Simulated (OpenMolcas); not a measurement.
# Pt2+: effect of the active space

```yaml
Program: OpenMolcas 26.06
Method: SS-CASPT2, IPEA 0.25 Eh, imaginary shift 0.1 Eh
Basis: ANO-RCC-VQZP
Scalar_Hamiltonian: DKH2, point nucleus
Spin-orbit_coupling: state interaction with AMFI integrals over the reference wave functions, term energies averaged over their components
```

A. 8 electrons in 5 orbitals (5d); 2S+1 = 3 even, 10 roots; 2S+1 = 1 even, 15 roots; closed shells correlated: 5s 5p; CASPT2 step about 13 core-seconds
B. 8 electrons in 6 orbitals (5d 6s); 2S+1 = 3 even, 60 roots; 2S+1 = 5 even, 15 roots kept (CI in the orbitals of an earlier block); 2S+1 = 1 even, 55 roots kept (CI in the orbitals of an earlier block); closed shells correlated: 5s 5p; CASPT2 step about 90 core-seconds
C. 8 electrons in 10 orbitals (5d 6d); 2S+1 = 3 even, 10 roots; 2S+1 = 1 even, 15 roots; closed shells correlated: 5s 5p; CASPT2 step about 10 core-minutes

Energies in cm-1 above 5d8 3F4, the measured ground level; measured values from NIST levels as listed in McCann et al., Mon. Not. R. Astron. Soc. 538, 537 (2025).

```tsv
Level	A	B	C	Measured
5d8 3F4	0.0	0.0	0.0	0.0
5d8 3F3	10100	10380	10100	9752
5d8 3P0	17050	15530	16560	14939
5d8 3P1	19490	17280	19280	16782
5d8 1G4	22710	21960	22810	21331
5d8 1S0 [54 %]	48370	45580	48830
```

Deviations, from unrounded energies. A percentage is the sum of absolute deviations over the sum of measured energies, with the sign that they share, or ± where signs differ.

| Against measurement | Levels | A | B | C |
| --- | --- | --- | --- | --- |
| mean absolute deviation (cm-1) | 4 | 1600 | 590 | 1500 |
| fine structure of the ground term (%) | 1 | +3.6 | +6.5 | +3.6 |
| other terms of the ground configuration (%) | 3 | +11.7 | +3.2 | +10.6 |

B lies closest to measurement on these levels and A furthest from it. The largest miss of B in the table is 5d8 3F3, by +630 cm-1. The ranking rests on the paired levels alone, and a cruder setting can come out closer through cancelling errors.

Among A to C the level of the table that moves most is 5d8 1S0 [54 %], by 3200 cm-1 (lowest in B, highest in C). Moves below CASPT2's spread within the term are not significant.

CASPT2 does not keep the components of a term degenerate, so their means are used; among the terms shown or strongly mixed into the levels shown the widest spread is 730 cm-1 (5d8 1G, A). Configurations with an s electron lie low in 5d ions of this charge, fall among these levels and mix in, so low-spin terms can stand far too high, up to twice their true height, and weights are not those of the real levels (holds for A). Some terms miss by over 15 % even with CASPT2, which points to a basis or an active space too small for the shells correlated (holds for A). Terms from blocks run as CI alone lack orbitals of their own (holds for B). Active for correlation alone: 6d; no level in the range computed is led by a configuration that fills it, so any true level of that kind is missing (holds for C). Computed and measured levels are paired by configuration, term and J; levels that our copy of the source lacks, or whose pairing is in doubt (as where it misses far off the trend of its configuration), stay unpaired and out of the deviations. Levels of configurations outside the active space are missing. Levels that lie high or do not pair safely by name in every column are left out.

A share in square brackets marks a mixed level and gives the weight of the term that names it, the lowest over the columns.
